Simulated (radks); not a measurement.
Coherent X-ray form factor from a spherical all-electron density. Calculated with a radial shooting solver on a logarithmic mesh with Libxc functionals: scalar-relativistic Kohn-Sham, LB94 model potential, spin-polarised, spherical densities, finite nucleus; Fermi nuclear charge, rms radius of each element as measured or else 0.836 A^(1/3) + 0.57 fm.

sin(theta)/lambda (1/angstrom),f0 (electrons)
0.05,29.710
0.1,28.889
0.15,27.658
0.2,26.170
0.25,24.561
0.3,22.929
0.4,19.798
0.5,16.974
0.6,14.513
0.8,10.774
1,8.457
1.25,6.862
1.5,5.944
2,4.617

The species is in the configuration that NIST lists as its ground one. Which atom or ion scatters so?

Answer. The arsenic ion As3+, [Ar] 3d10 4s2. Extrapolating in s^2 from the first two rows gives f0(0) = 30.0, near the electron count 30; among species with that count, the fall with angle is slower the higher Z, and the table is that of Z = 33; from so few rows the species is fixed only to a neighbour or two.
